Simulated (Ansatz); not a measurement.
The cluster Ti2O4⁻, relaxed as a doublet with UKS PBE-D4/def2-SVPD in Ansatz, starting from the GFN2-xTB geometry. Force threshold 0.02 eV/Å.

The highest occupied level of the charge -1 doublet lies above zero (up to 0.00 eV). The electron is either unbound and held by the finite basis, or the level is raised by self-interaction error. The structure comes from a short search, and lower isomers may exist.

Start:

```tsv
atom	x (Å)	y (Å)	z (Å)
Ti1	0.635	1.172	-0.091
Ti2	-0.668	-1.105	0.245
O3	1.537	2.481	-0.374
O4	0.947	-1.502	-0.047
O5	-0.636	0.644	1.018
O6	-1.815	-1.689	-0.750
```

| step | energy (eV) | largest force component (eV/Å) | SCF passes |
| --- | --- | --- | --- |
| 1 | -54395.0362 | 3.466 | 47 |
| 2 | -54396.1119 | 1.899 | 39 |
| 3 | -54396.6420 | 1.084 | 38 |
| 4 | -54396.8575 | 1.134 | 33 |
| 5 | -54397.0148 | 0.439 | 38 |
| 6 | -54397.0686 | 0.087 | 32 |
| 7 (rejected) | -54397.0498 | 0.780 | 32 |
| 8 | -54397.0707 | 0.016 | 25 |

Force components are those of the run's own axes.

End:

```
atom   x (Å)   y (Å)   z (Å)
 Ti1   0.979   0.912   0.378
 Ti2  -0.739  -1.139   0.299
  O3   1.514   2.236  -0.487
  O4   0.986  -0.813  -0.341
  O5  -0.826   0.661   0.796
  O6  -1.915  -1.856  -0.645
```

By distances, no bond broke or formed. The bond that changes most is Ti1–O4, from 2.69 to 1.87 Å (atoms count from 1). The end is the same structure that another start reached.

No frequencies were taken in this run, so the end may be a saddle point.

Hardware: 4 threads of Arm Neoverse V1 on a shared host. Wall time 29 s.
